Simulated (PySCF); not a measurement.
Species: C5H5FP2.
Bonds: C1–C2, C2–P3 (aromatic), P3–C4 (aromatic), C4–C5 (aromatic), C5–C6 (aromatic), C6–F7, C6–P8 (aromatic), C2–P8 (aromatic). Hydrogens: H9, H10, H11 on C1; H12 on C4; H13 on C5.

Computed with PySCF at PBE0/pcSseg-1 and wB97X-D/def2-SVPD, non-relativistic, on one gas-phase PBE0-D3(BJ)/def2-SVP geometry that isn't relaxed in the solvent. The solvent is an IEF-PCM continuum (van der Waals radii × 1.2). The model holds no explicit solvent molecules, cavitation or dispersion.

Gas phase at PBE0/pcSseg-1: HOMO -7.17 eV, LUMO -2.13 eV, dipole 1.13 D.

Question: What does the continuum do to the energy, the frontier levels and the dipole at PBE0/pcSseg-1 in chloroform and acetonitrile?

Answer: 
| solvent | ε | E(solvent) − E(gas) (kcal/mol) | polarisation term (kcal/mol) | distortion of the solute (kcal/mol) | HOMO (eV) | LUMO (eV) | dipole (D) |
| --- | --- | --- | --- | --- | --- | --- | --- |
| chloroform | 4.711 | -2.09 | -2.29 | 0.20 | -7.12 | -2.07 | 1.40 |
| acetonitrile | 35.69 | -2.88 | -3.27 | 0.39 | -7.13 | -2.07 | 1.51 |

Polarisation term: ½ Σ q·V over the induced surface charges. Distortion: the rise of the solute's own energy as its density leaves the gas-phase optimum. From chloroform to acetonitrile the lowering changes by a factor 1.38, Onsager's factor (ε − 1)/(2ε + 1) by 1.35 and ε itself by 7.6.

Question: Which radius a makes the point-dipole formula ΔE = −[(ε − 1)/(2ε + 1)]·μ²/a³ give the value in acetonitrile, with the gas-phase dipole?

Answer: μ = 0.445 au and |ΔE| = 0.00458 Eh give a = 1.45 Å; the farthest nucleus lies 3.21 Å from the centroid of the nuclei, so such a sphere wouldn't even hold the nuclei. The formula assumes a rigid point dipole at the centre of a sphere.

Question: Which Hirshfeld charges (PBE0/pcSseg-1) respond most in acetonitrile (means over atoms taken as equivalent)?

Answer: 
```tsv
atoms	environment	gas (e)	solvent (e)	change
P8	phosphorus bonded to 2 C	+0.084	+0.065	-0.019
P3	phosphorus bonded to 2 C	+0.088	+0.073	-0.015
H12	aromatic hydrogen	+0.052	+0.063	+0.011
H13	aromatic hydrogen	+0.058	+0.068	+0.010
F7	aryl fluorine	-0.075	-0.084	-0.009
C4	aromatic CH carbon	-0.097	-0.092	+0.005
H9/H10/H11	methyl hydrogen	+0.046	+0.050	+0.004
C6	aromatic C–F carbon	+0.034	+0.031	-0.003
```

Gas phase at wB97X-D/def2-SVPD: HOMO -8.84 eV, LUMO -0.52 eV, dipole 1.15 D.

Question: What does the continuum do to the energy, the frontier levels and the dipole at wB97X-D/def2-SVPD in acetonitrile?

Answer: 
```
     solvent      ε  E(solvent) − E(gas) (kcal/mol)  polarisation term (kcal/mol)  distortion of the solute (kcal/mol)  HOMO (eV)  LUMO (eV)  dipole (D)
acetonitrile  35.69                           -3.03                         -3.53                                 0.50      -8.80      -0.46        1.56
```

Question: How does the static polarisability (wB97X-D/def2-SVPD, frozen core, with the continuum's full static response) change?

Answer: 
```csv
medium,isotropic (au),principal values (au),⟨r²⟩ of the electrons (bohr²)
gas,108.6,"67.5, 126.4, 131.7",1283.4
acetonitrile,165.2,"101.6, 190.7, 203.2",1282.8
```

The isotropic value in acetonitrile is 1.52 times the gas-phase one; no cavity-field correction is applied. ⟨r²⟩ is taken about the centre of nuclear charge.

Hardware: one thread of an Intel Xeon Platinum 8559C (shared host). Cost: 20 s, 0.95 GiB resident at most. This is the whole shielding run at PBE0/pcSseg-1 in acetonitrile, SCF included.

The pairwise dispersion term of wB97X-D wasn't added to the energies; at a given geometry it leaves orbitals and properties as they are.
